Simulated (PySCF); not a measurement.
C₄H₇Cl, SMILES C/C=C(\C)Cl.

Geometry: B3LYP-D3(BJ)/def2-SVP.

Two levels are set side by side: PBE/def2-TZVP (PySCF) and ωB97X/def2-TZVP (PySCF). Same geometry, gas phase. Differences are taken from unrounded values.

| quantity | ωB97X | PBE | PBE minus ωB97X |
|---|---|---|---|
| orbital gap (eV) | 11.61 | 4.97 | -6.64 |
| highest occupied level (eV) | -9.20 | -5.75 | 3.46 |
| lowest empty level (eV) | 2.41 | -0.78 | -3.19 |
| dipole moment (D) | 2.09 | 1.96 | -0.13 |
| mean polarisability (bohr³) | 62.1 | 64.7 | 2.5 |

PBE's occupied levels lie high since its potential decays too fast outside the molecule; exact exchange lowers them and widens the gap. PBE's more diffuse valence density responds more strongly to a field. Differences between two approximate levels are no errors against the true value.

Rough cost on one machine, each run with all the roots and properties that it gave: ωB97X against PBE within a factor of 2.
